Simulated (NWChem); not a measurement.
Molecule: C$_{2}$H$_{5}$N$_{3}$Si; SMILES N1C=N[Si@H](C=1)N

```xyz
11

N     -0.1473     2.1443    -0.5262
Si     0.0410     0.7213     0.4236
C     -1.2831    -0.6253     0.1069
N     -0.7048    -1.7329    -0.2030
C      0.7555    -1.5448    -0.2249
N      1.3344    -0.4387     0.0258
H      0.4020     2.9657    -0.3013
H     -0.2943     2.0735    -1.5264
H      0.1803     1.1452     1.8370
H     -2.3720    -0.6137     0.1702
H      1.2999    -2.4577    -0.4783
```
Atoms are numbered in this order, from 1.

All runs: NWChem. Geometry: optimised at B3LYP/6-31G* (spherical d). Hybrids' shares of exact exchange are those that their runs print; pure functionals count as 0. The functionals differ in more than this share.

| row | share of exact exchange | orbital gap (eV) |
|---|---|---|
| PBE/def2-TZVP | 0.00 | 2.59 |
| LDA (Slater exchange, VWN5)/def2-TZVP | 0.00 | 2.49 |
| TPSSh/def2-TZVP | 0.10 | 3.78 |
| B3LYP/def2-TZVP | 0.20 | 4.60 |
| PBE0/def2-TZVP | 0.25 | withheld |

Problem. Fit a straight line of the last column on the one before it, predict the withheld value, and compare with the run.

Solution. 
1. Means of the 4 shown rows: x = 0.075, y = 3.365. Slope Σ(x − x̄)(y − ȳ)/Σ(x − x̄)² = 0.2885/0.02750 = 10.49; intercept 2.578.
2. The shown rows scatter about the line by 0.096 (root mean square); the largest residual is +0.15, at TPSSh/def2-TZVP.
3. At x = 0.25 (PBE0/def2-TZVP; beyond the shown range) the line gives 5.20.
4. The run gives 5.05, -0.15 from the line, 1.6 times the scatter.
